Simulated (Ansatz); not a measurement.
`C[B]([SiH3])[GaH2]` + H₂Te → `C[B]([GaH2])[TeH]` + SiH₄ at 400 K and 1 bar (cleavage of the B–Si bond).

Computed with Ansatz on PBE0-D4/def2-TZVP structures; ΔE is electronic, products minus reactants. CBS: MP2 limit from def2 TZ/QZ plus the TZ coupled-cluster correction, frozen cores. This one scheme is used for every species. Elements past krypton have def2 core potentials. For Ga, Te outer-core shells are correlated without core-valence functions, which leaves a few kJ/mol of doubt a bond. Scalar relativity is left out up to krypton.

| species | CCSD(T)/CBS energy (Eh) | H − E (kJ/mol) | S (J/(mol·K)) |
| --- | --- | --- | --- |
| `C[B]([SiH3])[GaH2]` | -2280.62864 | 242.5 | 430.4 |
| H₂Te | -268.91024 | 45.0 | 239.1 |
| `C[B]([GaH2])[TeH]` | -2258.11451 | 195.0 | 426.6 |
| SiH₄ | -291.46306 | 96.9 | 218.6 |

H − E and S are ideal-gas, rigid-rotor, harmonic terms from PBE0-D4/def2-TZVP, for one conformer and one mirror image of each species. 1 Eh = 2625.50 kJ/mol, R = 8.31446 J/(mol·K).

Task: By hand: ΔE, ΔH, ΔS and ΔG.

Result: ΔE = (-2258.11451) + (-291.46306) − (-2280.62864) − (-268.91024) = -0.03869 Eh = -101.6 kJ/mol. Δ(H − E) = 195.0 + 96.9 − 242.5 − 45.0 = 4.4, so ΔH = -97.2 kJ/mol. ΔS = 426.6 + 218.6 − 430.4 − 239.1 = -24.3 J/(mol·K). ΔG = -97.2 − 400 × (-24.3)/1000 = -87.5 kJ/mol.

Task: By hand: the equilibrium constant, and the temperature at which ΔG would vanish if ΔH and ΔS stayed fixed.

Result: log₁₀ K = −ΔG/(RT ln 10) = 11.4. ΔG = 0 at ΔH/ΔS = 4000 K, far beyond where these terms or the molecules hold.

ΔH outweighs TΔS. A doubt of 5 kJ/mol in ΔE shifts log₁₀ K by 0.7 here. Other conformers and mirror images would add mixing entropy, several J/(mol·K) or more a flexible species. Modes under 60 cm⁻¹, often nearly free rotors, make the harmonic entropy too high. These are equilibria of isolated gas molecules and say nothing of rates. Largest T1 diagnostic: 0.014 (customary marks: 0.02 for closed shells, 0.045 for open ones).
